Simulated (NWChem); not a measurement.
benzonitrile (C₇H₅N); SMILES N#Cc1ccccc1

Q: Give the equilibrium geometry at PBE0/def2-SVP (NWChem) as an XYZ file, with the point group.

A: point group C2v; any orientation.
```
13

N      0.0000     0.0000    -3.2078
C      0.0000     0.0000    -2.0483
C      0.0000     0.0000    -0.6150
C      0.0000     1.2155     0.0866
C      0.0000     1.2091     1.4774
C      0.0000     0.0000     2.1733
C      0.0000    -1.2091     1.4774
C      0.0000    -1.2155     0.0866
H      0.0000     2.1565    -0.4668
H      0.0000     2.1554     2.0230
H      0.0000     0.0000     3.2659
H      0.0000    -2.1554     2.0230
H      0.0000    -2.1565    -0.4668
```
